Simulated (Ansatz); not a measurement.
Mean bond length (Å) of eight silicon and germanium compounds: PBE-D3(BJ) beside PBE0-D3(BJ), computed with Ansatz (a first-principles code) for isolated molecules in the bases named; differences from unrounded values. The eight are the first of their class met in an unordered collection, after screening for sound electronic states; none was chosen by its value. Each level has its own optimised geometry.

```tsv
molecule	basis	PBE0-D3(BJ)	PBE-D3(BJ)	difference
BFH₄O₃Si, SMILES F[SiH2]OB(O)O	def2-SVP	1.361	___	___
germyloxygermane (Ge₂H₆O), SMILES [GeH3][O][GeH3]	def2-SVP	1.600	1.615	0.016
BrFH3NSi, SMILES N[SiH](Br)F	def2-SVP	1.506	___	___
CH₄BrFOSi, SMILES C[Si](O)(F)Br	def2-SVP	1.448	1.461	0.013
C4H9FSi, SMILES CC[SiH2]/C=C\F	def2-SVP	1.332	1.341	0.010
siletan-1-amine (C3H9NSi), SMILES N[SiH]1CCC1	def2-SVP	1.339	1.349	0.010
Si(Cl)3(SeH) (Cl3HSeSi), SMILES Cl[Si](Cl)(Cl)[SeH]	def2-SVP	1.973	1.990	0.017
ClGe2H5, SMILES [GeH2]([GeH3])[Cl]	def2-SVP	1.756	___	___
```

Complete the blanks. (An estimate is asked for; the answer gives what the named calculation found.)


- ClGe2H5, SMILES [GeH2]([GeH3])[Cl], PBE-D3(BJ): 1.769
- ClGe2H5, SMILES [GeH2]([GeH3])[Cl], difference: 0.014
- BFH₄O₃Si, SMILES F[SiH2]OB(O)O, PBE-D3(BJ): 1.374
- BFH₄O₃Si, SMILES F[SiH2]OB(O)O, difference: 0.013
- BrFH3NSi, SMILES N[SiH](Br)F, PBE-D3(BJ): 1.519
- BrFH3NSi, SMILES N[SiH](Br)F, difference: 0.013

PBE-D3(BJ) lies below PBE0-D3(BJ) in 0 and above it in 8 of the eight; the mean signed difference is 0.013 and the largest 0.017 Å.
